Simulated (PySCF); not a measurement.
Compound: C₇H₁₁NOSi.
SMILES with atom numbers: `[CH3:1][C:2](=[O:3])[C@@H:4]1[CH2:5][C@:6]1([SiH3:7])[CH2:8][C:9]#[N:10]`

NICS = −σ at a ghost point: NICS(0) at the centroid of the ring atoms, NICS(1) 1 Å to either side along the normal of their mean plane, zz for the tensor component along that normal. Level: GIAO PBE0/pcSseg-1 (PySCF, non-relativistic, gas phase) on the GFN2-xTB geometry, one conformer.

Ring bond lengths (Å), with Mayer bond orders in brackets: C4–C5 1.506 (0.90), C5–C6 1.492 (0.96), C6–C4 1.529 (0.88).

Q: Give the NICS values of each ring in ppm.

A: 
```json
{"ring": "C4–C5–C6", "type": "3-membered carbocycle; formal bonds all single", "NICS(0)": "-44.9", "NICS(1), two faces": "-7.8 / -9.0", "NICS(1)zz, two faces": "-19.6 / -24.4", "rms pucker (Å)": "0.00", "centre to ring atoms, mean (Å)": "0.87"}
```

Q: What do they say, and how far can they be read as aromaticity?

A: 
- C4–C5–C6: mean NICS(1)zz -22.0 ppm, shielded. C4, C5, C6 have four or more neighbours, and the NICS criterion for π rings isn't applied. The two faces differ by 4.8 ppm, so no symmetry operation interchanges them. NICS(0) lies 37 ppm below the mean NICS(1).

Q: Give the inner angles of the rings and the Hirshfeld charges of the ring atoms.

A: 
- C4–C5–C6: C4 58.9° (-0.052 e), C5 61.3° (-0.078 e), C6 59.8° (-0.065 e); sum 180.0° against 180° for a flat convex ring.

Q: What are the shieldings of the ring atoms and their hydrogens in the same run (means over atoms taken as equivalent)?

A: 
| atoms | environment | σ isotropic (ppm) | principal values of the symmetric part, first atom (ppm) |
| --- | --- | --- | --- |
| C4 | sp3 carbon next to a carbonyl | 156.6 | 120.2, 149.0, 200.7 |
| C5 | three-membered-ring carbon | 162.9 | 138.1, 164.5, 186.2 |
| C6 | sp3 carbon bound to silicon | 169.0 | 139.6, 171.5, 196.0 |
| H on C4 | methine hydrogen | 29.72 | 23.6, 29.5, 36.1 |
| H on C5 | methylene hydrogen | 30.74 | 24.6, 27.2, 40.4 |
| H on C5 | methylene hydrogen | 30.30 | 24.5, 28.5, 37.9 |

Conformer computed: `[CH3:1][C:2](=[O:3])[C@@H:4]1[CH2:5][C@:6]1([SiH3:7])[CH2:8][C:9]#[N:10]`: C1–C2–C4–C5 -163°, C5–C6–C8–C9 -142°.
